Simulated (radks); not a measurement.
The numbers below are computed, except where a source is named.
Rh4+, configuration [Kr] 4d5 (the NIST ground configuration). Code: a radial shooting solver on a logarithmic mesh with Libxc functionals. Model: scalar-relativistic Kohn-Sham, r2SCAN, spin-polarised, spherical densities, finite nucleus; open shells are filled with parallel spins first (spin-orbit coupling, left out, can overturn this in heavy ions); meta-GGA in the generalised Kohn-Sham scheme; Fermi nuclear charge, rms radius 4.4945 fm.

Unscreened Slater integrals over Kohn-Sham orbitals (hartree). They are taken over the spin-up orbitals.

\begin{tabular}{lr}
integral & value \\ \hline
F0(4d,4d) & 0.69689 \\
F2(4d,4d) & 0.35652 \\
F4(4d,4d) & 0.23607 \\
F0(4d,4p) & 0.76231 \\
F2(4d,4p) & 0.38569 \\
G1(4d,4p) & 0.48681 \\
G3(4d,4p) & 0.30026 \\
F0(4d,4s) & 0.78574 \\
G2(4d,4s) & 0.36181 \\
F0(4d,3d) & 0.93052 \\
F2(4d,3d) & 0.18534 \\
F4(4d,3d) & 0.081921 \\
G0(4d,3d) & 0.059768 \\
G2(4d,3d) & 0.068449 \\
G4(4d,3d) & 0.051850 \\
F0(4p,4p) & 0.85178 \\
F2(4p,4p) & 0.45067 \\
F0(4p,4s) & 0.88559 \\
G1(4p,4s) & 0.60453 \\
F0(4p,3d) & 1.0993 \\
F2(4p,3d) & 0.25916 \\
G1(4p,3d) & 0.082276 \\
G3(4p,3d) & 0.079992 \\
F0(4s,4s) & 0.92451 \\
F0(4s,3d) & 1.1759 \\
G2(4s,3d) & 0.095062 \\
F0(3d,3d) & 2.4582 \\
F2(3d,3d) & 1.2198 \\
F4(3d,3d) & 0.77710 \\
\end{tabular}

Derived for the open shells (J is the average intra-shell exchange parameter used in DFT+U). 4d: Racah B = F2/49 - 5 F4/441 = 0.004599 hartree, C = 35 F4/441 = 0.01874 hartree, C/B = 4.07, F4/F2 = 0.662, J = (F2 + F4)/14 = 0.04233 hartree.
